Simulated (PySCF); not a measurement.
## Correlation energy of Zr+ (zirconium, charge +1)

[Kr] 4d3, high-spin 4F determinant (an excited configuration). All numbers are calculated (PySCF 2.14, the spin-free X2C one-electron Hamiltonian (Gaussian nucleus), in x2c-TZVPPall). Frozen: [Kr]; 3 electrons correlated.

| level | correlation energy (mhartree) |
| --- | --- |
| CCSD | -19.36 |
| (T) | -0.17 |
| CCSD(T) | -19.53 |

Diagnostics: T1 = 0.0040, D1 = 0.0057, largest double amplitude 0.024.

Cost of the coupled-cluster step: of the order of 6 core-seconds, for 3 correlated electrons.

Iterations:

```
CC2 = 0
CCSD nocc = (np.int64(3), np.int64(0)), nmo = (61, 61)
frozen orbitals [[0, 1, 2, 3, 4, 5, 6, 7, 8, 9, 10, 11, 12, 13, 14, 15, 16, 17], [0, 1, 2, 3, 4, 5, 6, 7, 8, 9, 10, 11, 12, 13, 14, 15, 16, 17]]
max_cycle = 100
direct = 0
conv_tol = 1e-08
conv_tol_normt = 1e-06
diis_space = 8
diis_start_cycle = 0
Init t2, MP2 energy = -0.015071861064907
Init E_corr(UCCSD) = -0.0150718610676151
cycle = 1  E_corr(UCCSD) = -0.0182400949434578  dE = -0.00316823388  norm(t1,t2) = 0.0216382
cycle = 2  E_corr(UCCSD) = -0.0189958549349398  dE = -0.000755759991  norm(t1,t2) = 0.00809754
cycle = 3  E_corr(UCCSD) = -0.0193798434536659  dE = -0.000383988519  norm(t1,t2) = 0.0040421
cycle = 4  E_corr(UCCSD) = -0.0193515462988316  dE = 2.82971548e-05  norm(t1,t2) = 0.00111558
cycle = 5  E_corr(UCCSD) = -0.0193569094243814  dE = -5.36312555e-06  norm(t1,t2) = 0.000250297
cycle = 6  E_corr(UCCSD) = -0.0193569172623539  dE = -7.83797242e-09  norm(t1,t2) = 5.3681e-05
cycle = 7  E_corr(UCCSD) = -0.0193571386009634  dE = -2.21338609e-07  norm(t1,t2) = 1.68125e-05
cycle = 8  E_corr(UCCSD) = -0.0193570034799621  dE = 1.35121001e-07  norm(t1,t2) = 2.51055e-06
cycle = 9  E_corr(UCCSD) = -0.0193570466628552  dE = -4.31828931e-08  norm(t1,t2) = 4.77051e-07
cycle = 10  E_corr(UCCSD) = -0.0193570419200934  dE = 4.7427618e-09  norm(t1,t2) = 6.42244e-08
UCCSD converged
E(UCCSD) = -3595.996284070128  E_corr = -0.01935704192009341
UCCSD(T) correction = -0.000170129772046556
```
